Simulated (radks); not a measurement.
Question: Valence configurations of Hf III (all share [Xe]). Calculated with a radial shooting solver on a logarithmic mesh with Libxc functionals: scalar-relativistic Kohn-Sham, PBE, spin-polarised, spherical densities, point nucleus; open shells are filled with parallel spins first (spin-orbit coupling, left out, can overturn this in heavy ions). Order these by energy: 4f14 5d1 6p1; 4f13 5d2 6s1; 4f14 5d2; 4f13.5 5d2 6p0.5; 4f13.5 5d2 6s0.5; 4f14 5d1 6s1; 4f14 6s2; 4f13 5d2 6p1; 4f13 5d1 6s2; 4f14 5d0.5 6s0.5 6p1.

Answer: From the lowest, in eV above it: 4f14 5d1 6s1 0.000; 4f14 5d2 0.410; 4f14 6s2 0.949; 4f14 5d1 6p1 5.944; 4f14 5d0.5 6s0.5 6p1 6.070; 4f13.5 5d2 6s0.5 8.308; 4f13.5 5d2 6p0.5 11.293; 4f13 5d2 6s1 18.311; 4f13 5d1 6s2 21.015; 4f13 5d2 6p1 24.630. NIST lists [Xe] 4f14 5d2 as the ground configuration; this level of theory puts 4f14 5d1 6s1 lower, by 0.410 eV. The energies are those of spherical high-spin densities, not of single terms.
